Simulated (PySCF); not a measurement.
SMILES CN[Si@H]1S[SiH2][Si@@H]1[SiH3], CH$_{11}$NSSi$_{4}$

Geometry (Å), atoms numbered from 1 in this order:
```xyz
18

C     2.847   -0.217   -0.654
N     2.223   -0.029    0.637
Si    0.582    0.446    0.836
S     0.123    2.491    0.128
Si   -1.221    1.770   -1.415
Si   -0.963   -0.457   -0.687
Si   -2.791   -1.645    0.097
H     2.156   -0.744   -1.308
H     3.750   -0.819   -0.544
H     3.117    0.731   -1.132
H     2.885    0.338    1.307
H     0.442    0.493    2.287
H    -0.685    2.237   -2.692
H    -2.500    2.445   -1.213
H    -0.303   -1.265   -1.741
H    -3.369   -2.487   -0.952
H    -3.854   -0.752    0.559
H    -2.449   -2.529    1.213
```

Theory: PySCF, TDDFT CAM-B3LYP/def2-SVPD circular dichroism and optical rotation, one conformer, gas phase. Geometry: GFN2-xTB.

The molecule is flexible and this is one conformer; a measurement averages over conformers.

(1) Draw the ECD and absorption spectra from the lowest 12 states, each a Gaussian of half-width 0.2 eV at 1/e height.

Answers

(1) 
```csv
E (eV),λ (nm),Δε (L mol⁻¹ cm⁻¹),ε (L mol⁻¹ cm⁻¹)
4.71,263,-0.01,1.04
4.86,255,-0.30,28.2
5.01,247,-1.63,296
5.16,240,+0.60,1380
5.31,233,+5.11,3040
5.46,227,-11.74,3220
5.61,221,-8.92,2320
5.76,215,+12.58,2150
5.91,210,-2.16,2770
6.06,204,-7.95,4220
6.21,200,-2.89,7770
```
Δε uses R in velocity form, ε uses f in length form. Only the states computed contribute, so the short-wavelength end is incomplete.
